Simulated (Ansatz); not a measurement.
Reaction (cleavage of the Ga–Ge bond): `[CH3][GaH][GeH2][F]` + H–F → `[CH3][GaH][F]` + `[F][GeH3]`

Isolated molecules relaxed with PBE0-D4/def2-TZVP in Ansatz; ΔE leaves out vibrations. CCSD(T)/CBS adds triple-zeta CCSD(T) − MP2 to the extrapolated MP2 energy (def2 sets, frozen cores). This one scheme is used for every species. Functionals use def2-TZVPP. For Ga, Ge outer-core shells are correlated without core-valence functions, which leaves a few kJ/mol of doubt a bond. Scalar relativity is left out up to krypton. One conformer a species, not always the lowest.

CCSD(T)/CBS gives -15.8 kcal/mol.

(1) Another level gave -17.4 kcal/mol. Which?
A. CCSD/def2-TZVPP
B. ωB97X-V/def2-TZVPP
C. HF/def2-TZVPP
D. PBE0/def2-TZVPP

Largest T1 diagnostic among the species: 0.013.

Results:

(1) A. CCSD/def2-TZVPP -17.4, PBE0 -15.6, ωB97X-V -18.9, HF/def2-TZVPP -22.7 kcal/mol.

The D4 term adds +1.8 kcal/mol with B3LYP and +1.0 kcal/mol with PBE0; it sums over pairs of atoms, weighted by their polarisabilities, and B3LYP, whose exchange is more repulsive, gets the larger term. In def2-TZVPP, CCSD(T) changes the Hartree–Fock value by +5.6 kcal/mol (the triples alone add +0.4 kcal/mol) and MP2 by +5.2 kcal/mol.

B3LYP here is the variant with VWN-RPA as its local correlation; programs differ in this.
